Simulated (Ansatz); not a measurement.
Molecule: CH₂NO (charge -1, singlet). 
Structure (B3LYP-D3(BJ)/def2-TZVP (Ansatz, a quantum-chemistry and plane-wave program) minimum search):
```
C
O 1 1.2604
N 1 1.3150 2 131.67
H 3 1.0279 1 106.16 2 0.00
H 1 1.1226 2 116.57 3 -180.00
```
Charge -1, spin multiplicity 1.

Parts of the frozen-core correlation energy in STO-3G (Ansatz, hartree). Frozen orbitals: 3; correlated occupied orbitals by spin: 9 and 9; virtual: 5 and 5. No spin-orbit coupling. No relativistic terms. The restricted reference is unstable.

```json
[
 {"term": "reference (HF)", "value": "-165.92559"},
 {"term": "MP2 opposite-spin", "value": "-0.12312"},
 {"term": "MP2 same-spin", "value": "-0.03139"},
 {"term": "CCSD correlation", "value": "-0.17595"},
 {"term": "(T)", "value": "-0.00912"},
 {"term": "FCI minus CCSD(T)", "value": "-0.00119"},
 {"term": "T1 diagnostic", "value": "0.018"},
 {"term": "largest doubles amplitude", "value": "0.155"}
]
```
